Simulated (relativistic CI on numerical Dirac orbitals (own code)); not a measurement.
**Spin-allowed bands of a d2 ion in an octahedral site, by hand**

Problem. Take Δ = 29500 cm⁻¹ and B = 550 cm⁻¹ for a d2 ion in an octahedral site. Calculate the three spin-allowed bands.

Working.
1. The terms of highest spin are 3F (energy 0) and 3P (15B = 8250 cm⁻¹). Here the F term splits into A2 at +1.2Δ = 35400, T2 at +0.2Δ = 5900 and T1 at −0.6Δ = -17700 cm⁻¹.
2. The two T1 states mix through the element 0.4Δ: H = [[-17700, 11800], [11800, 8250]], with roots ½(H₁₁ + H₂₂) ∓ ½√[(H₂₂ − H₁₁)² + 4H₁₂²] = ½(-9450) ∓ ½(35077) = -22263 and 12813 cm⁻¹.
3. The ground term is 3T1 at -22263 cm⁻¹.
4. Bands: 3T2 28163 cm⁻¹ (355 nm), 3T1(P) 35077 cm⁻¹ (285 nm), 3A2 57663 cm⁻¹ (173 nm).

Check. Exact diagonalisation of the whole d2 shell with these parameters gives 3T2 28163, 3T1 35077, 3A2 57663 cm⁻¹. The match is exact, since without spin-orbit coupling no other term has this spin. The ratio of the second band to the first, 1.245, depends on Δ/B = 53.6 alone, which is how a Tanabe-Sugano diagram is read.
